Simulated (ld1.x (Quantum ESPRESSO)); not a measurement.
## Logarithmic derivatives: iridium (Ir), PAW

Ir (Z = 77), PAW, made with ld1.x (Quantum ESPRESSO) 7.5 (PBEsol, fully relativistic). Core [Kr] 4d10 4f14 5s2, reference 5p6 5d7 6s2 6p0. Waves: 6s (bound): rcut 3.12, rcutus 3.36 bohr; 6s channel at 0.9 Ry: rcut 3.12, rcutus 3.36 bohr; 5p (bound): rcut 2.00, rcutus 2.68 bohr; 6p (bound, empty): rcut 2.00, rcutus 2.68 bohr; 5d (bound): rcut 2.42, rcutus 2.98 bohr; 5d channel at 3.75 Ry: rcut 2.42, rcutus 2.98 bohr; 5f channel at 0.2 Ry: rcut 2.92, rcutus 3.54 bohr; 5f channel at 2.65 Ry: rcut 2.92, rcutus 3.54 bohr. Local part: all-electron potential smoothed inside 2.06 bohr (lloc = -1). Core correction: Bessel-smoothed model core inside 1.25 bohr. Augmentation charge: BESSEL, radius 1.50 bohr.

Open shells are filled in proportion to 2j + 1 (rel_dist='average').

The phase is arctan(r·u′/u) with u = r·R(r), unwrapped; energies in Ry, scanned from -6 to 5 Ry. A pole is an energy at which the radial function vanishes at the test radius. The pseudo phase is shifted by a multiple of π to meet the all-electron one at the reference energy, and phase errors are pseudo minus all-electron; the curves can meet again beyond the range given. Levels narrower than the energy grid can be missing from the lists of poles.

```
channel  radius (bohr)  reference energy (Ry)  poles, all-electron     poles, pseudo  unbroken range about the reference energy with phases within 0.05 rad  phase error 1 Ry above the reference energy (rad)
      s           3.86                  -0.47          -0.13, 3.37       -0.13, 3.36                                                            -0.8 to 4.7                                             +0.000
   p1/2           3.86                  -0.12           0.54, 4.19        0.53, 3.83                                                              below 1.6                                             -0.005
   p3/2           3.86                  -0.08           0.77, 4.60        0.76, 3.94                                                              below 1.7                                             -0.005
   d3/2           3.86                  -0.58          -0.54, 2.11       -0.54, 2.13                                                              below 0.7                                             +0.013
   d5/2           3.86                  -0.49          -0.44, 2.19       -0.44, 2.20                                                        the whole range                                             +0.010
   f5/2           3.86                   0.20           1.89, 4.70        1.97, 4.76                                                              below 0.9                                             +0.050
   f7/2           3.86                   0.20           1.89, 4.72  1.96, 2.46, 4.91                                                              below 0.9                                             +0.041
```

The ghost test of this file was not conclusive.

Phases in the f5/2 channel:

```csv
E (Ry),all-electron,pseudo
-6.00,1.469,1.470
-5.48,1.465,1.465
-4.96,1.460,1.460
-4.44,1.454,1.455
-3.92,1.448,1.448
-3.40,1.440,1.441
-2.88,1.431,1.431
-2.36,1.419,1.419
-1.84,1.403,1.404
-1.32,1.382,1.383
-0.80,1.350,1.351
-0.28,1.296,1.296
0.24,1.175,1.175
0.76,0.636,0.651
1.28,-1.193,-1.152
1.80,-1.542,-1.517
2.32,-1.705,-1.674
2.84,-2.085,-2.124
3.36,-4.253,-4.366
3.88,-4.584,-4.608
4.40,-4.678,-4.681
4.92,-4.736,-4.724
```
